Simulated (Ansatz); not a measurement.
System: LuF₂ (charge 0, doublet). The spin state was set by rule; other spins were not relaxed. 
Structure (B3LYP-D3(BJ)/def2-TZVP (Ansatz, a quantum-chemistry and plane-wave program) minimum search):
```xyz
3

Lu     0.1703     0.1060     0.0403
F     -1.0995     0.7059    -1.3089
F     -0.2438    -1.5423     0.9911
```
Charge 0, spin multiplicity 2.

Total electronic energies in hartree. Correlated levels leave the core frozen unless marked. UHF or UKS for open shells. Spin-orbit coupling is left out. The frozen core is the preceding noble-gas configuration, with the filled d and f shells of earlier blocks. In def2 rows, elements after Kr have scalar-relativistic effective core potentials. 

| level | program | energy (Eh) |
|---|---|---|
| PBE-D3(BJ)/def2-TZVP | Ansatz + dftd3 | -1436.31570 |
| BLYP-D4/def2-TZVP | Ansatz + dftd4 | -1436.30278 |
| BLYP/def2-TZVP | Ansatz | -1436.29978 |
| revPBE-D3(BJ)/def2-TZVP | Ansatz + dftd3 | -1436.49459 |
| revPBE-D4/def2-TZVP | Ansatz + dftd4 | -1436.49599 |
| r2SCAN-D3(BJ)/def2-TZVP | Ansatz + dftd3 | -1435.48425 |
| B3LYP/def2-TZVP | Ansatz | -1436.22273 |
| CAM-B3LYP-D4/def2-TZVP | Ansatz + dftd4 | -1436.06925 |
| wB97M-V/def2-TZVP | Ansatz | -1435.31400 |
| B2GP-PLYP/def2-TZVP | Ansatz | -1434.24362 |
| B2PLYP-D4/def2-TZVP | Ansatz + dftd4 | -1434.67700 |
| PBE-QIDH/def2-TZVP | Ansatz | -1434.34028 |
| MP2/def2-SVP | Ansatz | -1431.72390 |
| CCSD/def2-SVP | Ansatz | -1431.72388 |

Totals of different functionals don't rank their quality; only differences between species are comparable.
